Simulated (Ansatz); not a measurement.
Species: sum formula AlHCl2, charge 0, multiplicity 1. SMILES: [Cl][AlH][Cl]
Geometry: optimised at B3LYP-D3(BJ)/def2-TZVP (Ansatz, a first-principles code).

Wanted: vertical triplet-singlet gap (E(triplet) - E(singlet); each state is the SCF solution reached for its spin), in kJ/mol. Cores are frozen in the correlated levels unless marked. UHF or UKS for open shells. No spin-orbit coupling. No relativistic terms. CBS(X,Y): correlation extrapolated as X^-3; Hartree-Fock from the larger set.

| level | program | vertical triplet-singlet gap (kJ/mol) |
|---|---|---|
| PBE/def2-TZVPD | Ansatz | 531.3 |
| PBE0/def2-TZVPD | Ansatz | 573.9 |

### Question
Predict the CCSD(T)/CBS(aug-cc-pV(T+d)Z,aug-cc-pV(Q+d)Z) result (Ansatz).

### Answer
628.9 kJ/mol, so PBE0/def2-TZVPD differs from it by -55.0 kJ/mol.
